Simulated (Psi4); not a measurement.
Br$_{2}$Zn (SMILES [Br][Zn][Br]), singlet, at a GFN2-xTB geometry (such geometries of metal compounds can be far from the true shape); Psi4 with WB97M-V/STO-3G.

The Psi4 input:
```
memory 2 GB

molecule mol {
0 1
Zn   -0.008122   -0.011950   -0.013266
Br   -0.246643    1.763511   -1.425205
Br    0.253605   -1.753268    1.436576
}

set {
  basis sto-3g
  reference rks
  scf_type pk
  puream true
  d_convergence 1e-8
  dft_radial_points 99
  dft_spherical_points 590
}

energy('wb97m-v')
print_variables()
```

What the program printed (banner, timings and long lists left out):

```
   => Loading Basis Set <=

    Name: STO-3G
    Role: ORBITAL
    Keyword: BASIS

         ---------------------------------------------------------
                                   SCF
               by Justin Turney, Rob Parrish, Andy Simmonett
                          and Daniel G. A. Smith
                              RKS Reference
         ---------------------------------------------------------

  ==> Geometry <==

    Molecular point group: cs
    Full point group: Cs

    Geometry (in Angstrom), charge = 0, multiplicity = 1:

       Center              X                  Y                   Z               Mass
    ------------   -----------------  -----------------  -----------------  -----------------
         ZN           0.015648133425    -0.012365097490     0.000000000000    63.929142010000
         BR           1.407767052358     1.794491478232     0.000000000000    78.918337600000
         BR          -1.420443089061    -1.784474920643     0.000000000000    78.918337600000

  Running in cs symmetry.

  Rotational constants: A =    471.83499  B =      0.02053  C =      0.02053 [cm^-1]
  Rotational constants: A = 14145257.11795  B =    615.52212  C =    615.49534 [MHz]
  Nuclear repulsion =  629.307198101259928

  Charge       = 0
  Multiplicity = 1
  Electrons    = 100
  Nalpha       = 50
  Nbeta        = 50

  ==> Algorithm <==

  SCF Algorithm Type is PK.
  DIIS enabled.
  MOM disabled.
  Fractional occupation disabled.
  Guess Type is SAD.
  Energy threshold   = 1.00e-06
  Density threshold  = 1.00e-08
  Integral threshold = 1.00e-12

  ==> Primary Basis <==

  Basis Set: STO-3G
    Blend: STO-3G
    Number of shells: 24
    Number of basis functions: 54
    Number of Cartesian functions: 57
    Spherical Harmonics?: true
    Max angular momentum: 2

  ==> DFT Potential <==

   => LibXC <=

    Version 7.1.2
    S. Lehtola, C. Steigemann, M. J. T. Oliveira, and M. A. L. Marques,  SoftwareX 7, 1–5 (2018) (10.1016/j.softx.2017.11.002)

   => Composite Functional: WB97M-V <=

    wB97M-V Hyb-GGA Exchange-Correlation Functional

    N. Mardirossian and M. Head-Gordon,  J. Chem. Phys. 144, 214110 (2016) (10.1063/1.4952647)

    Deriv               =              1
    GGA                 =           TRUE
    Meta                =           TRUE

    Exchange Hybrid     =           TRUE
    MP2 Hybrid          =          FALSE

   => Exchange-Correlation Functionals <=

    1.0000   wB97M-V exchange-correlation functional

[...]
   @RKS iter  89: -6849.51719995991971   -7.01925e-02   2.48891e-02 ADIIS/DIIS
   @RKS iter  90: -6835.97875283014582    1.35384e+01   2.61852e-02 ADIIS/DIIS
   @RKS iter  91: -6849.30869380235072   -1.33299e+01   2.71999e-02 ADIIS/DIIS
   @RKS iter  92: -6849.43278699663279   -1.24093e-01   2.58273e-02 ADIIS/DIIS
   @RKS iter  93: -6849.45333279331953   -2.05458e-02   2.55813e-02 ADIIS/DIIS
   @RKS iter  94: -6849.36230180900748    9.10310e-02   2.65367e-02 ADIIS/DIIS
   @RKS iter  95: -6849.29078175161067    7.15201e-02   2.73051e-02 ADIIS/DIIS
   @RKS iter  96: -6849.29786778342441   -7.08603e-03   2.72104e-02 ADIIS/DIIS
   @RKS iter  97: -6849.24384118192393    5.40266e-02   2.77646e-02 ADIIS/DIIS
   @RKS iter  98: -6849.44695796033284   -2.03117e-01   2.54386e-02 ADIIS/DIIS
   @RKS iter  99: -6848.37721432357739    1.06974e+00   3.52158e-02 ADIIS/DIIS
   @RKS iter 100: -6849.18895689608962   -8.11743e-01   2.83448e-02 ADIIS/DIIS

PsiException: Could not converge SCF iterations in 100 iterations.

  Failed to converge.

Traceback (most recent call last):
  File "psi4", line 375, in <module>
  File "<string>", line 29, in <module>
  File "site-packages/psi4/driver/driver.py", line 533, in energy
  File "site-packages/psi4/driver/procrouting/proc.py", line 2760, in run_scf
  File "site-packages/psi4/driver/procrouting/proc.py", line 2047, in scf_helper
  File "site-packages/psi4/driver/procrouting/scf_proc/scf_iterator.py", line 93, in scf_compute_energy
  File "site-packages/psi4/driver/procrouting/scf_proc/scf_iterator.py", line 86, in scf_compute_energy
  File "site-packages/psi4/driver/procrouting/scf_proc/scf_iterator.py", line 609, in scf_iterate

psi4.driver.p4util.exceptions.SCFConvergenceError: Could not converge SCF iterations in 100 iterations.

Printing out the relevant lines from the Psithon --> Python processed input file:
    core.set_global_option("SCF_TYPE", "pk")
    core.set_global_option("PUREAM", "true")
    core.set_global_option("D_CONVERGENCE", 1e-8)
    core.set_global_option("DFT_RADIAL_POINTS", 99)
    core.set_global_option("DFT_SPHERICAL_POINTS", 590)
--> energy('wb97m-v')
    print_variables()

!-------------------------------------------------------!
!                                                       !
!  Could not converge SCF iterations in 100 iterations. !
!                                                       !
!-------------------------------------------------------!
```

The run did not converge; its last values are not results.
